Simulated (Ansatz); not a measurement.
A series at W: from `C[O][W]([Cl])([Cl])([Cl])([Cl])[O]C`, ligands are replaced one by one, each step taking up H₂O and setting free HCl; n counts the steps. Ansatz, PBE0-D4/def2-TZVP geometries. Each molecule was computed in one conformer, which needn't be the lowest.

```csv
n,molecule,"HOMO energy, ωB97M-V/def2-TZVPP (eV)"
0,`C[O][W]([Cl])([Cl])([Cl])([Cl])[O]C`,-10.60
1,`C[O][W]([OH])([Cl])([Cl])([Cl])[O]C`,-10.47
2,`C[O][W]([OH])([OH])([Cl])([Cl])[O]C`,-10.37
3,`C[O][W]([OH])([OH])([OH])([Cl])[O]C`,?
```

Task: By hand: fit a straight line y = ȳ + b (n − n̄) to the 3 given rows and predict n = 3.

Result: n̄ = 1.000, ȳ = -10.480; Σ(n − n̄)(y − ȳ) = 0.230, Σ(n − n̄)² = 2.000, so b = 0.115 eV a step. Prediction: -10.480 + (0.115) × (2.000) = -10.25 eV.

Task: By hand: compare with the computed value, -10.41 eV, and give the steps along the whole series.

Result: The line misses by -0.16 eV (computed minus predicted). Steps: 0.13, 0.10, -0.04 eV.

The steps change sign along the series, so a line is a poor guide. The highest orbital can change its character along such a series. The miss is 69.6 % of the series' range.
